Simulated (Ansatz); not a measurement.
`F/C=C/C(F)=C\F`. Charge 0, multiplicity 1.

Cartesian coordinates in Å:
```
F -0.6838 0.4272 2.8482
C 0.0948 0.2490 1.7843
C -0.4221 0.0958 0.5719
C 0.3931 -0.0983 -0.5959
F 1.7215 -0.1173 -0.3972
C -0.0337 -0.2599 -1.8456
F -1.3388 -0.2530 -2.1246
H 1.1502 0.2460 2.0261
H -1.4958 0.1140 0.4318
H 0.6146 -0.4036 -2.6990
```

(1) List the harmonic frequencies (cm⁻¹, unscaled) at PBE0-D4/def2-TZVP in Ansatz. (Estimate.)

(2) Is this a minimum?

(3) Give the ideal-gas thermochemistry at 298.15 K and 1 bar (rigid rotor, harmonic oscillator; point group Cs, symmetry number 1).

(4) Rotational constants (cm⁻¹)?

Answers

(1) The calculation gave: 132, 142, 218, 257, 328, 417, 557, 598, 630, 821, 869, 923, 948, 1167, 1206, 1255, 1276, 1337, 1409, 1715, 1782, 3226, 3233, 3247.

(2) Yes, all 24 modes are real.

(3) Zero-point energy 165.6 kJ/mol; H(298) − E = 185.6 kJ/mol; entropy 342.3 J/(mol·K), of which translation 167.3, rotation 117.7, vibration 57.3; G(298) − E = 83.5 kJ/mol.

(4) 0.1572, 0.04838, 0.03699.
